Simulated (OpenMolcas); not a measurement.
## Al²⁺: input and output

Input:

```
&GATEWAY
Coord
1

Al 0.0 0.0 0.0
Basis=ANO-RCC-VDZP
Group=XYZ
NoMove
AngMom=0.0 0.0 0.0
AMFI
&SEWARD
Relativistic=R04O02
&RASSCF
FileOrb=start.orb
Symmetry=1
Spin=2
nActEl=1 0 0
Inactive=2 3
Ras2=1 3
CIRoot=1 1 1
SDav=1
CIMx=300
Iter=120 100
PrWF=0.3
OrbListing=Nothing
MaxOrb=0
Atom
>>> COPY $Project.JobIph JOBPRE
&RASSCF
FileOrb=start.orb
Symmetry=1
Spin=2
nActEl=1 0 0
Inactive=2 3
Ras2=2 6
CIRoot=1 1 1
SDav=2
CIMx=300
Iter=120 100
PrWF=0.3
OrbListing=Nothing
MaxOrb=0
Atom
>>> COPY $Project.JobIph JOB001
&RASSCF
FileOrb=start.orb
Symmetry=2
Spin=2
nActEl=1 0 0
Inactive=2 3
Ras2=2 6
CIRoot=3 3 1
SDav=6
CIMx=300
Iter=120 100
PrWF=0.3
OrbListing=Nothing
MaxOrb=0
Atom
>>> COPY $Project.JobIph JOB002
&RASSI
NrOfJobIphs=2 1 3
1
1 2 3
IphNames
JOB001
JOB002
EJob
SpinOrbit
DIPRint=1.0
SOCoupling=1000.0
Subsets=2
MEES
Property=10
'ANGMOM' 1 'ANGMOM' 2 'ANGMOM' 3 'MLTPL  1' 1 'MLTPL  1' 2 'MLTPL  1' 3
'AMFI' 1 'AMFI' 2 'AMFI' 3 'MLTPL  2' 6
SOProperty=3
'ANGMOM' 1 'ANGMOM' 2 'ANGMOM' 3
```

Launched by
```bash
OMP_NUM_THREADS=1 MOLCAS_MEM=2252 MOLCAS_PROJECT=a pymolcas a.inp > a.log  # once for each step of the input, in one work folder
```

A driver script runs the steps one by one and writes start.orb anew before each from the orbitals found so far.

Output, cut to the results:

```
--- SEWARD ---
Basis set label: AL.ANO-RCC...4S3P1D.

      Electronic valence basis set:
      ------------------
      Associated Effective Charge  13.000000 au
      Associated Actual Charge     13.000000 au
      Nuclear Model: Point charge

      Shell  nPrim  nBasis  Cartesian Spherical Contaminant
         s      17       4        X
         p      12       3        X
         d       5       1                 X
Relativistic=R04O02
                  Relativistic Douglas-Kroll-Hess integrals:
                    - DKH order of Hamiltonian: 4
                    - DKH order of Properties : 2
--- RASSCF ---
Wave function specifications:
      -----------------------------

      Number of closed shell electrons          10
      Number of electrons in active shells       1
      Max number of holes in RAS1 space          0
      Max nr of electrons in RAS3 space          0
      Number of inactive orbitals                5
      Number of active orbitals                  8
      Number of secondary orbitals               5
      Spin quantum number                      0.5
      State symmetry                             1
Orbital specifications:
      -----------------------

      Symmetry species                           1   2
                                                ag  au
      Frozen orbitals                            0   0
      Inactive orbitals                          2   3
      Active orbitals                            2   6
      RAS1 orbitals                              0   0
      RAS2 orbitals                              2   6
      RAS3 orbitals                              0   0
      Secondary orbitals                         5   0
      Deleted orbitals                           0   0
      Number of basis functions                  9   9
      Number of CSFs                             2
      Number of root(s) required                 1
      Iter CI   SX   CI       RASSCF       Energy    max ROT     max BLB   max BLB  Level Ln srch  Step   QN
          iter iter root      energy       change     param      element    value   shift minimum  type update
 Nr of preliminary CI iterations:   1
 ###############################################################################
 ###############################################################################
 ###                                                                         ###
 ###                                                                         ###
 ###    WARNING: Problems in orbital optimization.                           ###
 ###                                                                         ###
 ###                                                                         ###
 ###############################################################################
 ###############################################################################
  Warning: In symmetry  1, orbital p=   4 has diagonal density matrix element D(p,p) close to zero. D(p,p)=  8.531297E-33
 ###############################################################################
        ...
  Warning: In symmetry  2, orbital p=   7 has diagonal density matrix element D(p,p) close to zero. D(p,p)=  0.000000E+00
  Warning: In symmetry  2, orbital p=   8 has diagonal density matrix element D(p,p) close to zero. D(p,p)=  0.000000E+00
  Warning: In symmetry  2, orbital p=   9 has diagonal density matrix element D(p,p) close to zero. D(p,p)=  0.000000E+00
        4   1    1    1  -241.46545722    1.71E-13   0.00E+00    2   4 1 -8.47E-09   0.00   0.00    SX    NO
      Convergence after  4 iterations
        5   1    1    1  -241.46545722   -8.53E-14   0.00E+00    2   4 1 -8.47E-09   0.00   0.00    SX    NO
      Natural orbitals and occupation numbers for root  1
      sym 1:   1.000000   0.000000
      sym 2:   0.000000   0.000000   0.000000   0.000000   0.000000   0.000000
::    RASSCF root number  1 Total energy:   -241.46545722
--- RASSCF ---
Wave function specifications:
      -----------------------------

      Number of closed shell electrons          10
      Number of electrons in active shells       1
      Max number of holes in RAS1 space          0
      Max nr of electrons in RAS3 space          0
      Number of inactive orbitals                5
      Number of active orbitals                  8
      Number of secondary orbitals               5
      Spin quantum number                      0.5
...
--- RASSI ---
SPIN-FREE ENERGIES:
  (Shifted by EMIN (a.u.) =       -241.4654572180)

 SF State       Relative EMIN(au)   Rel lowest level(eV)    D:o, cm**(-1)      L_eff

     1             0.0000000000        0.0000000000              0.0000         0.0
     2             0.2581288810        7.0240446827          56652.7410         1.0
     3             0.2581288810        7.0240446827          56652.7410         1.0
     4             0.2581288810        7.0240446827          56652.7410         1.0
     Dipole printing threshold changed to   1.00000000E+00

++ Dipole transition strengths (spin-free states):
   -----------------------------------------------
     for osc. strength at least  1.00000000E+00

  ( Max oscillator strength is only   0.31232322935349516      )
--
Eigenvalues of complex Hamiltonian:
   -----------------------------------
  (Shifted by EMIN (a.u.) =       -241.4654572180)

 SO State       Relative EMIN(au)   Rel lowest level(eV)    D:o, cm**(-1)     J-value

     1             0.0000000000        0.0000000000              0.0000         0.4
     2             0.0000000000        0.0000000000              0.0000         0.4
     3             0.2575024026        7.0069973367          56515.2449         0.4
     4             0.2575024026        7.0069973367          56515.2449         0.4
     5             0.2584421202        7.0325683557          56721.4891         1.4
     6             0.2584421202        7.0325683557          56721.4891         1.4
     7             0.2584421202        7.0325683557          56721.4891         0.8
     8             0.2584421202        7.0325683557          56721.4891         0.8
Weights of the five most important spin-orbit-free states for each spin-orbit state.

 SO State  Total energy (au)           Spin-free states, spin, and weights
 -------------------------------------------------------------------------------------------------------
...
```

The J values that RASSI prints are effective ones from its own formula and need not be integers or half-integers; the table below assigns J from the states.

Levels above the lowest, from the spin-orbit matrix, grouped by J:

```csv
Configuration,Term,J,E (cm⁻¹),Measured (cm⁻¹),Term weight %
3s,²S,1/2,0.0,0.0,100
3p,²P°,1/2,56515,53683,100
3p,²P°,3/2,56721,53917,100
```

Against the 2 measured excited levels shown (NIST levels in Kelleher and Podobedova, J. Phys. Chem. Ref. Data 37, 709 (2008)) the mean absolute deviation is 2800 cm-1; the largest miss in energy is 3p ²P°_1/2: computed 56515, measured 53683 cm⁻¹ (+5.3 %).

With one active electron outside closed inactive shells, the extra shells (4p 4s) add no correlation to the reference. With one active electron the reference holds no correlation, so core polarisation is missing. Computed and measured levels are paired by configuration, term and J; levels that our copy of the source lacks, or whose pairing is in doubt (as where it misses far off the trend of its configuration), stay unpaired and out of the deviations. Only configurations of the active space appear. The first state left out of the spin-orbit step lies near 130000 cm-1 above the lowest spin-free state of the reference (among the parities and spins computed), and the list stops at four fifths of that energy or lower.

The term weight is that of the spin-free term in the level, not the purity of its configuration. ° marks odd parity.
